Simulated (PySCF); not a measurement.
Compound: tert-butyl isocyanate, C5H9NO.
SMILES with atom numbers: `[CH3:1][C:2]([CH3:3])([CH3:4])[N:5]=[C:6]=[O:7]` (hydrogens: H8, H9, H10 on C1; H11, H12, H13 on C3; H14, H15, H16 on C4)

The same species was optimised twice, with GFN2-xTB and with PBE0-D3(BJ)/def2-SVP (PySCF), and the same property calculations (PySCF, gas phase) were run on both structures.

| coordinate | GFN2-xTB | PBE0-D3(BJ)/def2-SVP | change |
| --- | --- | --- | --- |
| C2–N5 (Å) | 1.430 | 1.446 | +0.016 |
| N5=C6 (Å) | 1.185 | 1.198 | +0.013 |
| C6=O7 (Å) | 1.161 | 1.173 | +0.012 |
| C2–C3 (Å) | 1.532 | 1.530 | -0.002 |
| C2–C4 (Å) | 1.530 | 1.528 | -0.002 |
| C1–C2 (Å) | 1.532 | 1.530 | -0.002 |
| N5–C6–O7 (°) | 169.8 | 174.2 | +4.4 |
| C2–N5–C6 (°) | 146.1 | 145.1 | -1.0 |
| C4–C2–N5 (°) | 106.7 | 107.6 | +0.9 |
| C3–C2–N5 (°) | 109.3 | 109.0 | -0.3 |
| C3–C2–C4 (°) | 110.5 | 110.3 | -0.2 |
| C1–C2–N5 (°) | 109.3 | 109.1 | -0.2 |
| C1–C2–C4 (°) | 110.5 | 110.3 | -0.2 |
| C1–C2–C3 (°) | 110.5 | 110.5 | 0.0 |
| C1–C2–N5–C6 (°) | -61 | -59 | +2 |

Rotational constants: A = 4566, B = 1604, C = 1603 MHz (GFN2-xTB) against A = 4573, B = 1589, C = 1586 MHz (PBE0-D3(BJ)/def2-SVP). Point groups within 0.08 Å: Cs and Cs.

On the GFN2-xTB structure: HOMO (eV) -7.90 [PBE0/pcSseg-1]; LUMO (eV) 0.67 [PBE0/pcSseg-1]; dipole (D) 3.30 [PBE0/pcSseg-1]; GIAO shielding of C1/C3/C4 (mean) (ppm) 152.6 [PBE0/pcSseg-1]; GIAO shielding of C2 (ppm) 134.9 [PBE0/pcSseg-1]; GIAO shielding of N5 (ppm) 202.3 [PBE0/pcSseg-1]; GIAO shielding of C6 (ppm) 64.2 [PBE0/pcSseg-1]; GIAO shielding of O7 (ppm) 200.6 [PBE0/pcSseg-1].

What do these properties become on the PBE0-D3(BJ)/def2-SVP structure?

```
                                    property          level  on GFN2-xTB  on PBE0-D3(BJ)/def2-SVP  change
                                   HOMO (eV)  PBE0/pcSseg-1        -7.90                    -7.93   -0.03
                                   LUMO (eV)  PBE0/pcSseg-1         0.67                     0.67    0.00
                                  dipole (D)  PBE0/pcSseg-1         3.30                     3.31   +0.01
energy, GFN2-xTB geometry as zero (kcal/mol)  PBE0/pcSseg-1          0.0                     -1.0    -1.0
     GIAO shielding of C1/C3/C4 (mean) (ppm)  PBE0/pcSseg-1        152.6                    150.5    -2.1
                  GIAO shielding of C2 (ppm)  PBE0/pcSseg-1        134.9                    131.7    -3.2
                  GIAO shielding of N5 (ppm)  PBE0/pcSseg-1        202.3                    197.9    -4.4
                  GIAO shielding of C6 (ppm)  PBE0/pcSseg-1         64.2                     60.7    -3.5
                  GIAO shielding of O7 (ppm)  PBE0/pcSseg-1        200.6                    193.2    -7.4
```

The heavy atoms differ by 0.037 Å rms after alignment. Among bonds between heavy atoms C2–N5 changes most (+0.016 Å). Changes are differences of the printed values. Neither structure is proved a minimum here.

The values belong to the conformer `[CH3:1][C:2]([CH3:3])([CH3:4])[N:5]=[C:6]=[O:7]`: C1–C2–N5–C6 -59°.
